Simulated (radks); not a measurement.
All-electron atom: Pd3.5+ in [Ar] 3d10 4s2 4d(up 4, down 4) 4p(up 2.25, down 2.25) (fractional occupations, a model configuration).

Method: scalar-relativistic Kohn-Sham, PBE, spin-polarised, spherical densities, finite nucleus; Fermi nuclear charge, rms radius 4.5318 fm; computed with a radial shooting solver on a logarithmic mesh with Libxc functionals.

Energy parts (eV):
part                       energy
total                 -137140.191
kinetic                142249.064
electron-nucleus      -329178.436
Hartree                 53653.754
exchange-correlation    -3864.574

Orbitals (lengths in bohr, moments of r in powers of bohr; <r^-3> diverges for s and p1/2):
| orbital | occ. | eigenvalue (eV) | <r^-3> |
|---|---|---|---|
| 1s | 2 | -24221.74 | - |
| 2s | 2 | -3583.142 | - |
| 2p | 6 | -3218.365 | 3505 |
| 3s | 2 | -690.4837 | - |
| 3p | 6 | -570.5183 | 618.7 |
| 3d | 10 | -379.9322 | 84.23 |
| 4s | 2 | -136.7381 | - |
| 4p | 4.5 | -101.7477 | 105.0 |
| 4d | 8 | -50.8880 | 9.617 |

The highest occupied level is 4d at -50.888 eV. The density falls to 0.001 e/bohr^3 at r = 3.05 bohr. The electron density at the nucleus is 1.36e+05 e/bohr^3 (large components only). Summed over all electrons, <r^2> = 25.06 bohr^2, which gives a Langevin (diamagnetic) susceptibility term of -19.8 x 10^-6 cm^3/mol.
